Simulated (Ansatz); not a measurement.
Basis sets compared for Be4O3. Total charge 0; singlet. Geometry PBE0-D4/def2-SVP. Ansatz on 4 threads of Arm Neoverse V2 on a shared host; times are rough, and most runs start from earlier orbitals.

Cartesian coordinates in Å:
```
Be 1.299 0.681 -0.026
Be -0.197 -0.811 1.126
Be -1.100 0.864 -0.093
Be 0.277 -0.747 -1.232
O 0.065 0.874 -1.089
O -1.377 0.058 1.100
O 1.032 -0.919 0.215
```

The restricted singlet is unstable towards broken spin symmetry in Hartree–Fock (as tested in another run); at PBE-D4/def2-SVP, PBE-D4/def2-TZVP, PBE0-D4/def2-SVP, PBE0-D4/def2-TZVP this wasn't settled. Another isomer (singlet) lies 2.57 eV lower at PBE0-D4/def2-TZVP; other spin states weren't run for this one.

Binding counts from free atoms (Be singlet, O triplet) in the same basis, without a counterpoise term.

```tsv
level	functions	energy (Eh)	HOMO (eV)	LUMO (eV)	binding per atom (eV)	wall time
PBE-D4/def2-SVP	78	-284.2903	-4.21	-2.98	4.27	0.65 s
PBE0-D4/def2-SVP	78	-284.2842	-4.66	-2.40	4.02	0.85 s
```

Task: Estimate the rows for PBE-D4/def2-TZVP (with forces), PBE0-D4/def2-TZVP.

Result: 
| level | functions | energy (Eh) | HOMO (eV) | LUMO (eV) | binding per atom (eV) | wall time |
| --- | --- | --- | --- | --- | --- | --- |
| PBE-D4/def2-TZVP (with forces) | 169 | -284.6492 | -4.20 | -2.93 | 4.30 | 1.4 s |
| PBE0-D4/def2-TZVP | 169 | -284.6477 | -4.65 | -2.34 | 4.08 | 1.9 s |
